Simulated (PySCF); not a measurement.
C2H6Si, SMILES C[Si]C (connectivity only; charge and spin as stated), charge +1, multiplicity 2.

Geometry: ωB97X-D3(BJ)/def2-TZVP. The spin state was assumed, not searched. The isomer is the one that the SMILES or the coordinates give; other isomers of the formula were not compared.

Level of theory: PySCF 2.14.0 with TDA-CAM-B3LYP/def2-SVPD.

Vertical excitations. The molecule is in vacuum.

```csv
state,energy (eV),λ (nm),f,main pairs
root 1,2.24,552,0.008,α HOMO→LUMO 99 %
root 2,4.41,281,0.024,β HOMO→LUMO 97 %
root 3,5.08,244,0.000,"α HOMO−1→LUMO 52 %, β HOMO→LUMO+1 46 %"
root 4,5.53,224,0.000,"α HOMO−1→LUMO 47 %, β HOMO→LUMO+1 52 %"
root 5,6.59,188,0.013,β HOMO−1→LUMO 95 %
root 6,6.62,187,0.000,β HOMO−2→LUMO 96 %
root 7,6.80,182,0.001,"α HOMO→LUMO+1 59 %, β HOMO−3→LUMO 26 %"
root 8,7.07,175,0.007,β HOMO−4→LUMO 96 %
root 9,7.12,174,0.023,"α HOMO→LUMO+1 23 %, β HOMO−3→LUMO 67 %"
root 10,7.30,170,0.000,"α HOMO−2→LUMO 67 %, β HOMO−2→LUMO+1 24 %"
```
Unrestricted roots are not spin-pure.
